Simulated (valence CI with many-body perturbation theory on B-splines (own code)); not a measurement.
Which ion has this spectrum?

A relativistic CI+MBPT calculation for an atom or ion with 41 electrons gives these levels (eV):

```csv
J,Parity,E,g
5/2,even,0.000,1.41
5/2,even,10.543,1.32
7/2,even,14.974,1.16
3/2,even,15.427,1.21
11/2,even,15.879,1.12
9/2,even,17.252,1.15
5/2,even,18.110,1.14
1/2,even,18.874,1.81
7/2,even,20.044,1.09
3/2,even,24.878,0.79
5/2,even,25.502,1.26
7/2,even,28.076,1.22
11/2,even,28.703,1.08
9/2,even,29.312,1.15
```

The energies are calculated, and their last digits are not significant.

**Question.** Which is it?
A. Hf31+
B. W33+
C. Re34+
D. Lu30+

**Answer.** A. Hf31+, ground level (4d3/2^4 4d5/2) J=5/2.
